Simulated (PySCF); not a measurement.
C₃H₄N₂O₂S₂.
Bonds: C1–S2, S2–O3 (double), S2–O4 (double), S2–C5, C5–C6 (aromatic), C6–N7 (aromatic), N7–S8 (aromatic), S8–N9 (aromatic), C5–N9 (aromatic). Hydrogens: H10, H11, H12 on C1; H13 on C6.

Definitions: NICS(0) = −σiso at the ring centroid; NICS(1) = −σiso and NICS(1)zz = −σzz at ±1 Å along the ring normal z. Level: GIAO PBE0/pcSseg-1 (PySCF, non-relativistic, gas phase) on the GFN2-xTB geometry, one conformer.

Ring bond lengths (Å), with Mayer bond orders in brackets: C5–C6 1.408 (1.21), C6–N7 1.313 (1.57), N7–S8 1.616 (1.24), S8–N9 1.624 (1.22), N9–C5 1.313 (1.54).

**Question.** What do the NICS probes read (ppm)?

**Answer.** 
```csv
ring,type,NICS(0),"NICS(1), two faces","NICS(1)zz, two faces",rms pucker (Å),"centre to ring atoms, mean (Å)"
C5–C6–N7–S8–N9,5-membered ring with 2 N and S; formal bonds all aromatic,-14.8,-13.3 / -13.3,-33.3 / -33.3,0.00,1.24
```

**Question.** What do they say, and how far can they be read as aromaticity?

**Answer.** 
- C5–C6–N7–S8–N9: mean NICS(1)zz -33.3 ppm, shielded. For a flat ring without four-coordinate atoms the NICS criterion counts such a value as aromatic.

The run took 48 s on x86-64 server, one thread, shared host. This is the whole shielding run at PBE0/pcSseg-1, SCF included.

The values belong to the conformer `[CH3:1][S:2](=[O:3])(=[O:4])[c:5]1[cH:6][n:7][s:8][n:9]1`: C1–S2–C5–C6 180°.
